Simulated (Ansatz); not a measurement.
Consider the formal exchange of groups at the Se–C bond: `B/C=C/[Se][SiH3]` + `C#C` → `C#C[Se][SiH3]` + `BC=C`.

Program: Ansatz. Geometries: PBE0-D4/def2-TZVP. ΔE: electronic, gas phase. CCSD(T)/CBS is the MP2 limit (def2-TZVPP, def2-QZVPP) plus CCSD(T) − MP2 in def2-TZVPP, frozen cores. This one scheme is used for every species. For Se outer-core shells are correlated without core-valence functions, which leaves a few kJ/mol of doubt a bond. Scalar relativity is left out up to krypton. Each species was taken in one conformer, which may not be the lowest.

`B/C=C/[Se][SiH3]`:

Z-matrix (Å, degrees):
```
Si
Se 1 2.285
H 1 1.484 2 110.4
H 1 1.482 2 105.2 3 119.5
H 1 1.484 2 110.3 3 -121.0
C 2 1.884 1 97.9 3 60.9
C 6 1.346 2 124.0 1 -179.8
H 6 1.087 2 116.1 1 0.2
B 7 1.523 6 119.0 2 -180.0
H 7 1.088 6 118.5 2 0.1
H 9 1.197 7 121.7 6 180.0
H 9 1.199 7 118.9 6 0.0
```

`C#C`:

```xyz
4

C    -0.282    0.491    0.194
C     0.282   -0.491   -0.194
H    -0.784    1.365    0.539
H     0.784   -1.365   -0.539
```

`C#C[Se][SiH3]`:

```xyz
8

C    -0.856   -1.737   -1.432
C    -1.094   -0.862   -0.640
Se   -1.496    0.456    0.557
Si    0.697    1.059    0.854
H    -0.647   -2.512   -2.132
H     1.467   -0.087    1.392
H     1.275    1.511   -0.433
H     0.655    2.173    1.834
```

`BC=C`:

Cartesian coordinates in Å:
```
B 0.536 0.037 1.167
C -0.110 -0.534 -0.103
C -0.471 0.276 -1.106
H 0.710 1.221 1.241
H 0.868 -0.662 2.079
H -0.290 -1.601 -0.223
H -0.312 1.349 -1.035
H -0.931 -0.086 -2.022
```

```csv
level,ΔE (kJ/mol)
CCSD(T)/def2-TZVPP,10.6
MP2/CBS(def2),13.2
```

Task: What does CCSD(T)/CBS give? (An estimate is asked.)

Result: Ansatz gave: +12.6 kJ/mol. The listed levels differ from it by -2.0, 0.6 kJ/mol.

Largest T1 diagnostic among the species: 0.013.

The D4 term adds +3.2 kJ/mol with B3LYP and +1.9 kJ/mol with PBE0; it sums over pairs of atoms, weighted by their polarisabilities, and B3LYP, whose exchange is more repulsive, gets the larger term. From PBE to PBE0 (25 % exact exchange), in def2-TZVPP and without D4, ΔE moves by −4.7 kJ/mol. In def2-TZVPP, CCSD(T) changes the Hartree–Fock value by +11.2 kJ/mol (the triples alone add +2.3 kJ/mol) and MP2 by +11.8 kJ/mol.

B3LYP here is the variant with VWN-RPA as its local correlation; programs differ in this.
